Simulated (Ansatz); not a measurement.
This geometry of Cl2H2OSi + FH (8 atoms, charge 0, multiplicity 1) is a first-order saddle point.

The calculation used Ansatz, RKS LDA/def2-mTZVP.

```xyz
8
Properties=species:S:1:pos:R:3
Si -0.384 -0.364 -0.278
O 0.885 0.403 0.690
Cl 0.388 -1.238 -1.946
Cl -0.546 -1.969 1.087
H -1.802 0.055 -0.299
H 0.674 1.347 0.044
F -0.019 1.420 -0.965
H 0.804 0.345 1.666
```

Task: Which two structures does it join? (They come from a converged band through this point; their orientation in space is the band's.)

Result: Bonds broken: Si1–O2, H6–F7. Bonds formed: Si1–F7, O2–H6. Cl2H2OSi + FH becomes Cl2FHSi + H2O.

Initial state:

```xyz
8
Properties=species:S:1:pos:R:3
Si -0.418 -0.843 -0.172
O 0.556 0.330 0.457
Cl 0.587 -1.874 -1.614
Cl -0.945 -2.142 1.309
H -1.590 -0.138 -0.725
H 0.323 1.852 0.082
F 0.090 2.736 -0.222
H 1.399 0.080 0.885
```

Final state:

```xyz
8
Properties=species:S:1:pos:R:3
Si -0.678 -0.252 -0.456
O 1.294 0.402 0.434
Cl 0.551 -1.171 -1.811
Cl -0.825 -1.157 1.418
H -2.028 -0.559 -0.990
H 1.134 1.363 0.555
F -0.736 1.364 -0.486
H 1.288 0.011 1.336
```

Task: How far does it lie above each of them?

Result: 12.3 kcal/mol above the first and 14.9 kcal/mol above the second. This is the barrier of this one path; another mechanism may lie lower. The orbitals stay closed-shell, which can raise the energy where a bond breaks towards radicals; this wasn't checked here.

Time of the run: 2.7 min on 4 threads of Arm Neoverse N1 (shared host), peak memory 0.17 GiB.
